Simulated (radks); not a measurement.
Values are calculated unless marked as measured or tabulated.
The mercury ion Hg26+, configuration [Kr] 4d10 4f8 (the NIST ground configuration).

Level of theory: scalar-relativistic Kohn-Sham, r2SCAN, spin-polarised, spherical densities, finite nucleus; open shells are filled with parallel spins first (spin-orbit coupling, left out, can overturn this in heavy ions); meta-GGA in the generalised Kohn-Sham scheme; Fermi nuclear charge, rms radius 5.4648 fm (a radial shooting solver on a logarithmic mesh with Libxc functionals).

Energy parts (eV):
total: -525560.66
kinetic: 590610.12
electron-nucleus: -1264514.01
Hartree: 157590.42
exchange-correlation: -9247.18

Orbitals (lengths in bohr, moments of r in powers of bohr; <r^-3> diverges for s and p1/2; r(90%) holds 90 % of the orbital's charge):
| orbital | occ. | eigenvalue (eV) | <r^-3> | r(90%) |
|---|---|---|---|---|
| 1s up | 1 | -84053.32 | - | 0.0304 |
| 1s down | 1 | -84053.35 | - | 0.0304 |
| 2s up | 1 | -15593.00 | - | 0.109 |
| 2s down | 1 | -15592.89 | - | 0.109 |
| 2p up | 3 | -13557.83 | 26800 | 0.103 |
| 2p down | 3 | -13557.71 | 26800 | 0.103 |
| 3s up | 1 | -4327.818 | - | 0.264 |
| 3s down | 1 | -4319.251 | - | 0.264 |
| 3p up | 3 | -3736.807 | 6190 | 0.272 |
| 3p down | 3 | -3728.099 | 6214 | 0.271 |
| 3d up | 5 | -3114.003 | 760.5 | 0.255 |
| 3d down | 5 | -3107.382 | 763.6 | 0.255 |
| 4s up | 1 | -1545.285 | - | 0.554 |
| 4s down | 1 | -1532.565 | - | 0.555 |
| 4p up | 3 | -1343.511 | 1633 | 0.588 |
| 4p down | 3 | -1331.425 | 1617 | 0.590 |
| 4d up | 5 | -1105.616 | 185.2 | 0.618 |
| 4d down | 5 | -1093.426 | 183.0 | 0.621 |
| 4f up | 7 | -847.5897 | 41.04 | 0.630 |
| 4f down | 1 | -833.8212 | 40.71 | 0.635 |

The highest occupied level is 4f down at -833.82 eV. The spin density at the nucleus is -38.3 e/bohr^3 (1s 0.2, 2s -6.4, 3s -111.9, 4s 79.8).
